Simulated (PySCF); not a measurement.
# GaCl₃ + 3 HCl → GaH₃ + 3 Cl₂

Level: PBE0 in the def2-TZVP basis family, all electrons, no relativity, computed in PySCF with density fitting; open shells unrestricted.

```tsv
species	state and structure	E (Eh)	ZPE (kJ/mol)	H(298 K) − H(0) (kJ/mol)	S° (J/(mol K))
GaCl₃	singlet, D3h, Ga–Cl 2.113 Å (×3)	-3304.96067	10.3	17.4	325.3
HCl	singlet, C∞v, H–Cl 1.279 Å	-460.66440	17.9	8.7	186.6
GaH₃	singlet, D3h, Ga–H 1.568 Å (×3)	-1926.36049	48.9	10.7	218.3
Cl₂	singlet, D∞h, Cl–Cl 1.982 Å	-920.08940	3.5	9.1	222.5
```

What is the electronic reaction energy?

At PBE0/def2-TZVP, ΔE = 853.8 kJ/mol from the differences of the total energies times 2625.5, uphill. 

Add zero-point, thermal and entropy terms for 298.15 K and 1 bar.

ΔZPE = -4.6 and Δ[H(298) − H(0)] = -5.5 kJ/mol give ΔH° = 843.7 kJ/mol. ΔS° = 0.7 J/(mol K), so ΔG° = 843.7 − 298.15 × (0.0007) = 843 kJ/mol.

Only the bonding shown was studied: isomers, or loss of a ligand pair, can lie lower.
